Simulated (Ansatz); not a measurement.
Program: Ansatz 0.2.0.

A structure relaxed at PBE0-D4/def2-TZVP, charge 0, multiplicity 1:

Cartesian coordinates in Å:
```
Cl 2.159 1.165 1.748
Si 1.120 0.856 -0.005
C -0.509 0.066 0.389
B -0.781 -1.459 0.113
N -1.263 -0.544 -0.737
H 1.918 -0.040 -0.879
H 0.991 2.183 -0.662
H -1.116 0.557 1.154
H -0.712 -2.609 0.375
H -1.806 -0.176 -1.495
```

Task: Give its formula and SMILES.

Result: CH5BClNSi, `Cl[SiH2]C1BN1`.

Task: Summarise the bond lengths by kind.

Result: 1 × Cl–Si 2.061 Å; 1 × C–Si 1.852 Å; 2 × H–Si 1.485 to 1.487 Å; 1 × B–C 1.574 Å; 1 × C–N 1.486 Å; 1 × C–H 1.093 Å; 1 × B–N 1.339 Å; 1 × B–H 1.181 Å; 1 × H–N 1.002 Å.
